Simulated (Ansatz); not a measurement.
The first iterations of a band of C$_{2}$H$_{6}$OSn (10 atoms, charge 0, multiplicity 1).

Computed with RKS LDA/def2-mTZVP (Ansatz).

| Property | Result |
| --- | --- |
| movable images | 7 |
| climbing image | yes |
| spring | 5.0 eV/Å² |
| optimiser | lbfgs |
| start path | through a guess of the saddle point |
| force threshold | 0.03 eV/Å |
| iteration limit | 60 |
| end points | relaxed |
| largest step | 0.5 Å |

Initial state:

```xyz
10
Properties=species:S:1:pos:R:3
C 0.434 1.477 0.304
Sn -0.753 -0.080 -0.518
C 0.326 -1.866 0.198
O 1.311 -1.714 0.878
H -0.149 2.107 0.989
H 1.245 0.986 0.865
H 0.870 2.106 -0.483
H -2.371 -0.092 0.067
H -0.808 -0.069 -2.237
H -0.021 -2.907 -0.059
```

Final state:

```xyz
10
Properties=species:S:1:pos:R:3
C 0.354 1.556 0.409
Sn -0.679 -0.107 -0.445
C 0.411 -1.969 0.017
O 0.961 -2.625 -0.829
H -0.187 2.487 0.187
H 0.425 1.445 1.500
H 1.368 1.629 -0.008
H -2.262 -0.193 0.229
H -0.766 0.026 -2.153
H 0.457 -2.299 1.097
```

| iteration | highest image above the first end (eV) | largest band force component (eV/Å) |
| --- | --- | --- |
| 1 | 56.036 | 220.965 |
| 2 | 8.219 | 16.644 |
| 3 | 7.449 | 11.476 |
| 4 | 5.689 | 5.634 |
| 5 | 4.561 | 5.633 |
| 6 | 2.791 | 5.684 |
| 7 | 1.409 | 4.013 |
| 8 | 1.072 | 6.551 |
| 9 | 0.815 | 4.839 |
| 10 | 0.555 | 3.375 |
| 11 | 0.288 | 5.999 |
| 12 | 0.465 | 5.766 |
| 13 | 0.124 | 1.848 |
| 14 | 0.097 | 1.115 |
| 15 | 0.087 | 0.417 |
| 16 | 0.081 | 0.463 |
| 17 | 0.077 | 0.565 |
| 18 | 0.074 | 0.698 |

Question: Does the band converge within its limit, and where does its top end?

Answer: It converged. It ended after 56 iterations with the highest image 0.057 eV above the first end. The top lies less than 8 meV above the higher end, about what the thresholds resolve: that end is a shoulder or a very shallow well. The order of the stationary point at the top wasn't checked.

Run time: 3.3 min on 2 threads of AMD EPYC 9R45 96-Core Processor (Zen 5) (shared host), peak memory 0.23 GiB.
